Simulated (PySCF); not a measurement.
Electrostatic solvation of a mixed set.

Level: PBE0/def2-SVPD in PySCF, non-relativistic, each on one gas-phase PBE0-D3(BJ)/def2-SVP geometry that isn't relaxed in the solvent. The solvent is an IEF-PCM continuum (van der Waals radii × 1.2). Only the electrostatic response of the medium enters.

Task: Order them by E(solvent) − E(gas) in chloroform (ε = 4.711), most negative first (kcal/mol).
A. `[CH3:1][CH2:2][CH2:3][S:4][SiH3:5]` with C1–C2–C3–S4 60°, C2–C3–S4–Si5 68°
B. `[O:1]=[C:2]=[N:3][c:4]1[cH:5][cH:6][cH:7][cH:8][c:9]1[F:10]` with C2–N3–C4–C5 -179°
C. `[SiH3:1][O:2][c:3]1[cH:4][cH:5][cH:6][cH:7][cH:8]1` with Si1–O2–C3–C4 178°
D. `[SiH3:1][N:2]([SiH3:3])[BH:4][PH2:5]` with N2–B4–P5–H -139° and -41°

Result: B (-2.7), C (-2.1), A (-1.6), D (-0.9).

```csv
SMILES,charge,ΔE (kcal/mol),polarisation term (kcal/mol),HOMO shift (eV),dipole gas (D),dipole solvent (D),atoms,"lowest singlet, gas (eV)","lowest singlet, solvent (eV)"
O=C=Nc1ccccc1F,0,-2.7,-3.0,+0.08,3.27,3.99,14,5.11,5.13
[SiH3]Oc1ccccc1,0,-2.1,-2.3,-0.04,0.70,0.93,16,5.20,5.19
CCCS[SiH3],0,-1.6,-1.9,-0.04,1.68,2.19,15,5.59,5.65
[SiH3]N([SiH3])BP,0,-0.9,-1.0,-0.01,1.31,1.65,14,5.40,5.40
```

The polarisation term is half the interaction of the solute with the induced surface charges. Singlets are vertical TDDFT energies (frozen core, non-equilibrium response), the lowest in each medium.
